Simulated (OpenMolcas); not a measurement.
## Computed levels of Hg I

| Property | Result |
| --- | --- |
| Program | OpenMolcas |
| Method | CASSCF |
| Basis | ANO-RCC-VQZP [9s8p6d4f2g1h] |
| Scalar Hamiltonian | DKH2, point nucleus |
| Active space | 2 electrons in 8 orbitals (6s 6p 7s 7p) |
| State averaging | 2S+1 = 3 even, 3 roots (0 in the spin-orbit step); 2S+1 = 1 even, 1 root; 2S+1 = 3 odd, 3 roots; 2S+1 = 1 odd, 3 roots |
| Spin-orbit coupling | state interaction with AMFI integrals over the reference wave functions, term energies averaged over their components |

With spin-orbit coupling, above the lowest level:

```json
{"Configuration": "6s²", "Term": "¹S", "J": "0", "E (cm⁻¹)": "0.0", "Measured (cm⁻¹)": "0.0", "g": "", "Term weight %": "100"}
{"Configuration": "6s 6p", "Term": "³P°", "J": "0", "E (cm⁻¹)": "32466", "Measured (cm⁻¹)": "37645", "g": "", "Term weight %": "100"}
{"Configuration": "6s 6p", "Term": "³P°", "J": "1", "E (cm⁻¹)": "34132", "Measured (cm⁻¹)": "39412", "g": "1.499", "Term weight %": "100"}
{"Configuration": "6s 6p", "Term": "³P°", "J": "2", "E (cm⁻¹)": "37712", "Measured (cm⁻¹)": "44043", "g": "1.501", "Term weight %": "100"}
{"Configuration": "6s 6p", "Term": "¹P°", "J": "1", "E (cm⁻¹)": "51690", "Measured (cm⁻¹)": "54069", "g": "1.002", "Term weight %": "100"}
```

Against the 4 measured excited levels shown (NIST Handbook of Basic Atomic Spectroscopic Data) the mean absolute deviation is 4800 cm-1; the largest miss in energy is 6s 6p ³P°₂: computed 37712, measured 44043 cm⁻¹ (-14.4 %).

Some high roots are left out of the spin-orbit mixing, which shifts the levels that they would mix with. Active for correlation alone: 7p 7s; no level in the range computed is led by a configuration that fills them, so any true level of that kind is missing. Spin-orbit splittings of 6p shells tend to come out small when the coupling is added on scalar orbitals. Measured partners are found by configuration, term and J. A level has none where our copy of the source lacks it or the pairing is in doubt (some pairs that miss far off the trend of their configuration count as doubtful), and it then counts in no deviation. Only configurations of the active space appear. The first state left out of the spin-orbit step lies near 88000 cm-1 above the lowest spin-free state of the reference (among the parities and spins computed), and the list stops at four fifths of that energy or lower.

The term weight is that of the spin-free term in the level, not the purity of its configuration. ° marks odd parity.
